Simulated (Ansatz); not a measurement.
F₂GeH₆Si₂, SMILES `[F][Ge]([F])([SiH3])[SiH3]`, relaxed with RKS PBE0-D4/def2-TZVP in Ansatz from a PBE-D4/def2-SVP geometry. The force threshold is 0.005 eV/Å; the program also tests the step.

The species carries charge 0 and has multiplicity 1.

Start:

```xyz
11

F    -1.326   -1.089    1.569
Ge   -0.722   -0.056    0.270
F    -2.160    0.819   -0.265
Si   -0.049   -1.496   -1.534
Si    0.761    1.551    1.267
H     0.378   -0.637   -2.692
H     1.115   -2.327   -1.068
H    -1.200   -2.375   -1.927
H     1.207    2.511    0.199
H     0.041    2.281    2.363
H     1.955    0.819    1.816
```

Question: By how much does the energy fall, and how many steps does the optimiser take? (Best estimate.)

Answer: Computed: 3.37 kJ/mol, in 7 steps, 1 of them rejected.

Question: Which bonds change most? (Estimate.)

Answer: Ansatz gave: Ge2–F3 from 1.766 to 1.745 Å; F1–Ge2 from 1.766 to 1.745 Å; Si4–H6 from 1.504 to 1.485 Å; Si5–H11 from 1.504 to 1.485 Å.

Question: Give the relaxed structure. (Best estimate.)

Answer: Computed: 
```xyz
11

F    -1.285   -1.073    1.539
Ge   -0.684   -0.053    0.256
F    -2.108    0.807   -0.268
Si   -0.058   -1.508   -1.543
Si    0.759    1.563    1.280
H     0.357   -0.673   -2.698
H     1.086   -2.343   -1.094
H    -1.218   -2.359   -1.901
H     1.202    2.523    0.238
H     0.013    2.263    2.353
H     1.937    0.852    1.839
```
